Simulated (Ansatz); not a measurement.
Ideal-gas functions of BrFH₄OSi₂ (`O[SiH](F)[SiH2]Br`) at 800 K and 1 bar, from an Ansatz frequency run at PBE0-D4/def2-TZVP.

Molar mass 175.1 g/mol, point group C1 (symmetry number 1), electronic degeneracy 1, moments of inertia 149.368, 536.243, 582.845 u Å². Harmonic wavenumbers (cm⁻¹, unscaled): 36, 76, 149, 251, 325, 362, 396, 447, 476, 651, 765, 769, 832, 857, 899, 936, 963, 2230, 2247, 2263, 3872.

Use S(trans) = R[1.5 ln M + 2.5 ln T − 1.1517]; rotational temperatures θ = 24.2544 K / I; S(rot) = R[ln(√π/σ · √(T³/θAθBθC)) + 1.5]; for each mode x = 1.438777 ν̃/T, S = R[x/(eˣ − 1) − ln(1 − e⁻ˣ)] and H = RT x/(eˣ − 1); 1 cm⁻¹ = 0.0119627 kJ/mol; R = 8.31446 J/(mol·K).

Task: By hand: the entropy, in J/(mol·K).

Result: Translation 193.8. Rotation: θ = 0.1624, 0.0452, 0.0416 K, giving 134.2. Vibration, mode by mode: 31.08, 24.87, 19.29, 15.00, 12.90, 12.03, 11.31, 10.35, 9.86, 7.46, 6.29, 6.25, 5.70, 5.49, 5.17, 4.90, 4.71, 0.77, 0.75, 0.73, 0.06, in all 195.0. Electronic 0.0. Sum 523.0 J/(mol·K).

Task: By hand: H − E and G − E in kJ/mol, counted from the electronic energy.

Result: Zero-point energy ½ × 19802 × 0.0119627 = 118.4; thermal vibration 70.9; translation, rotation and pV give 4 RT = 26.6. H − E = 215.9 kJ/mol, and G − E = 215.9 − 800 × 523.0/1000 = -202.5 kJ/mol.

Vibration gives 37 % of the entropy, 75.2 J/(mol·K) of it from the modes under 150 cm⁻¹: soft modes count most, and the harmonic formula is weakest for them. The sum counts one conformer and one mirror image; others add a mixing term.
